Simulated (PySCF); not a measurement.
# Electron correlation in Kr (krypton, neutral)

[Ar] 3d10 4s2 4p5 5s1, high-spin 3P determinant (an excited configuration). Computed with PySCF 2.14 in aug-cc-pVQZ-PP with ECP10MDF (7s6p5d3f2g, 89 functions), with scalar relativity through the core potential. Frozen: 3s2 3p6 3d10; 8 electrons correlated.

```csv
level,correlation energy (mhartree)
CCSD,-190.24
(T),-6.69
CCSD(T),-196.93
```

Diagnostics: T1 = 0.012, D1 = 0.0421, largest double amplitude 0.035.

Question: Is a single reference adequate?

Answer: Yes, within this model without spin-orbit coupling: T1 lies below 0.03 and no double amplitude reaches 0.07.
